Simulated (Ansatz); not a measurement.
`[F][Zr]([F])([F])[Br]`, relaxed with RKS PBE-D4/def2-SVP in the Gaussian-basis code of Ansatz from a rough embedded geometry. The force threshold is 0.03 eV/Å; the program also tests the step.

Charge 0, multiplicity 1. Zr takes the def2 core potential.

Start:

```xyz
5

F     0.570   -1.888    0.418
Zr    0.202    0.098   -0.083
F     1.941    0.857   -0.911
F    -1.529   -0.196   -1.603
Br   -1.184    1.129    2.180
```

| step | energy (eV) | largest force (eV/Å) | largest move (Å) |
| --- | --- | --- | --- |
| 1 | -79451.3073 | 3.148 | 0.000 |
| 2 | -79453.4007 | 2.027 | 0.195 |
| 3 | -79453.9634 | 1.908 | 0.195 |
| 4 | -79454.1213 | 0.313 | 0.123 |
| 5 | -79454.1290 | 0.096 | 0.043 |
| 6 | -79454.1298 | 0.005 | 0.010 |

End:

```xyz
5

F     0.547   -1.825    0.383
Zr    0.044   -0.053   -0.091
F     1.578    0.882   -0.715
F    -1.251   -0.125   -1.481
Br   -0.919    1.121    1.904
```

Run time 9 s (4 threads of an Arm Neoverse V2 on a shared host); peak host memory 0.15 GiB.
